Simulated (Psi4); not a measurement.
A dimer, C2H6 ··· COS (SMILES CC and O=C=S); the first 8 atoms form monomer A.

```
11

C      0.7625    -0.0184     0.0256
C     -0.7625     0.0184    -0.0256
H      1.2007     0.6693    -0.7004
H      1.1334     0.2644     1.0128
H      1.1431    -1.0175    -0.1957
H     -1.1431     1.0175     0.1957
H     -1.1334    -0.2643    -1.0128
H     -1.2007    -0.6694     0.7004
O      4.5586    -0.8257     2.9359
C      4.7829    -1.4994     2.0243
S      5.0861    -2.4102     0.7919
```

Question: What interaction energy does Psi4 1.11 with SAPT0/jun-cc-pVDZ, frozen core give, and which attractive term is the largest?

Answer: Total -0.26 kcal/mol: electrostatics -0.05, exchange 0.04, induction 0.00, dispersion -0.25. The most attractive term is dispersion.
